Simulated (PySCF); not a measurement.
# Bond curve of ZnO⁺

Set-up: PySCF, no relativity, basis sets Zn def2-SVPD, O def2-SVPD. Energies in eV from Zn⁺ + O in their ground configurations at the same level. State: ²Π (doublet), unpaired electrons π ↑.

All columns are BHandHLYP. A positive dipole points towards O; it is taken about the centre of mass and depends on that origin.

```
R (Å)  E (eV)  μ (D)  Mulliken charge on Zn (basis-dependent)  HOMO (eV)  LUMO (eV)  Mayer bond order  ⟨S²⟩
1.555  -0.251  -4.99                                     1.53     -17.26     -10.34              0.90  0.76
1.627  -0.806  -5.11                                     1.48     -17.01     -10.43              0.93  0.77
1.700  -1.105  -5.20                                     1.42     -16.80     -10.52              0.95  0.77
1.754  -1.209  -5.22                                     1.39     -16.67     -10.58              0.96  0.78
1.808  -1.238  -5.20                                     1.36     -16.57     -10.62              0.95  0.81
1.862  -1.214  -5.09                                     1.32     -16.52     -10.65              0.93  0.84
1.935  -1.131  -4.80                                     1.27     -16.46     -10.65              0.88  0.93
2.025  -0.992  -4.29                                     1.21     -16.14     -10.60              0.76  1.07
2.133  -0.821  -3.71                                     1.15     -15.90     -10.54              0.60  1.23
2.278  -0.620  -3.12                                     1.09     -15.70     -10.49              0.42  1.40
```

A fit through these points gives, at Re = 1.807 Å, μ = -5.20 D and dμ/dR = 1.14 D/Å; the reduced mass is 12.79 u.

Task: How strong is the fundamental in the double-harmonic approximation, I = 42.26·(dμ/dR)²/μred km/mol?

Result: I = 42.26·(1.14)²/12.79 = 4.29 km/mol at BHandHLYP.

⟨S²⟩ of the unrestricted solution departs from its pure value on part of the curve, where spin states mix. For an ion De counts to the pair picked by the measured ionisation energies or electron affinities, which need not be the lowest pair at this level. The state was picked by a PBE0 search and need not be the measured ground state.
